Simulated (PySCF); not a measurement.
# C5H14GeO: core ionisation energies

Compound: C₅H₁₄GeO.
Atom-mapped SMILES: `[CH3:1][CH2:2][CH2:3][Ge@H:4]([CH3:5])[O:6][CH3:7]`

Level of theory: PySCF 2.14.0, delta-SCF UKS SCAN, pcX-2 on the ionised atom, pcseg-1 elsewhere, spin-free X2C. These are vertical core ionisation energies against the vacuum level, from separate self-consistent calculations with and without the core hole.

Question: Give the core binding energies atom by atom.

Answer: 
```csv
atom(s),environment,level,binding energy (eV),above the level's lowest (eV),count
O6,oxygen bonded to C and Ge,O 1s,537.02,0.00,1
C7,methoxy carbon,C 1s,291.85,+1.87,1
C2,chain CH2 carbon,C 1s,290.54,+0.56,1
C1,methyl carbon,C 1s,290.49,+0.51,1
C5,sp3 carbon bound to germanium,C 1s,290.14,+0.16,1
C3,sp3 carbon bound to germanium,C 1s,289.98,0.00,1
```

The listed C 1s values span 1.87 eV, from C3 (bonded to C, 2 H and Ge) to C7 (bonded to O and 3 H). The widest gap between neighbouring values is 1.31 eV, between 290.54 and 291.85 eV.

Question: Express the binding energy of C 1s of C7 in atomic units and per mole.

Answer: 291.85 eV = 10.7253 Eh = 28159 kJ/mol.

No level of germanium is listed. Geometry: PBE0-D3(BJ)/def2-SVP, one conformer, isolated molecule.

Time: 3.2 min of wall time. Hardware: one thread, Arm Neoverse N1, shared host.

Shape of the structure used: `[CH3:1][CH2:2][CH2:3][Ge@H:4]([CH3:5])[O:6][CH3:7]`: C1–C2–C3–Ge4 178°, C2–C3–Ge4–C5 57°, C3–Ge4–O6–C7 -60°.
